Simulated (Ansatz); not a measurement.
Relaxation of CH8GeS (11 atoms, charge 0, multiplicity 1), to a largest force component of 0.03 eV/Å in at most 50 steps.

Method: RKS PBE/def2-SVP (Ansatz).

```xyz
11
Properties=species:S:1:pos:R:3
Ge -0.983 0.806 -0.092
C -0.465 -0.839 0.857
H -0.900 0.598 -1.627
H -2.467 1.118 0.260
H -0.122 2.019 0.323
H 1.686 -0.423 -0.062
S 2.468 0.376 -0.837
H 0.103 -0.613 1.780
H -1.377 -1.398 1.145
H 0.139 -1.520 0.225
H 1.918 -0.124 -1.971
```

Task: Where does it end, and by what steps?

Result: The run converged. The force dipped under the threshold on the way, but the program's further checks kept it going. After 25 steps the energy has fallen by 0.162 eV; H6 moved furthest, 1.66 Å.

```
step  energy less start (eV)  largest force component (eV/Å)  accepted
   0                  0.0000                           0.274       yes
   1                 -0.0638                           0.103       yes
   2                 -0.0802                           0.164       yes
   3                 -0.0912                           0.283       yes
   4                 -0.0974                           0.162       yes
   5                 -0.1023                           0.219       yes
   6                 -0.1083                           0.260       yes
   7                 -0.1147                           0.424       yes
   8                 -0.1381                           0.037       yes
   9                 -0.1462                           0.051       yes
  10                 -0.1425                           0.504        no
  11                 -0.1425                           0.172        no
  12                 -0.1487                           0.016       yes
  13                 -0.1514                           0.066       yes
  14                 -0.1524                           0.173       yes
  15                 -0.1542                           0.066       yes
  16                 -0.1557                           0.008       yes
  17                 -0.1499                           0.411        no
  18                 -0.1570                           0.117       yes
  19                 -0.1572                           0.168       yes
  20                 -0.1587                           0.066       yes
  21                 -0.1602                           0.011       yes
  22                 -0.1614                           0.064       yes
  23                 -0.1492                           0.608        no
  24                 -0.1589                           0.215        no
  25                 -0.1622                           0.027       yes
```

```xyz
11
Properties=species:S:1:pos:R:3
Ge -1.235 0.852 -0.002
C -0.614 -0.710 1.019
H -0.974 0.639 -1.521
H -2.762 1.069 0.195
H -0.493 2.139 0.447
H 2.924 -1.175 -0.863
S 2.810 0.175 -0.999
H -0.799 -0.564 2.101
H -1.145 -1.623 0.687
H 0.473 -0.838 0.853
H 1.814 0.035 -1.918
```

Whether the end is a true minimum wasn't checked by a vibrational analysis.

Run time: 46 s on 2 threads of Arm Neoverse V2, on a shared host, peak memory 0.14 GiB.
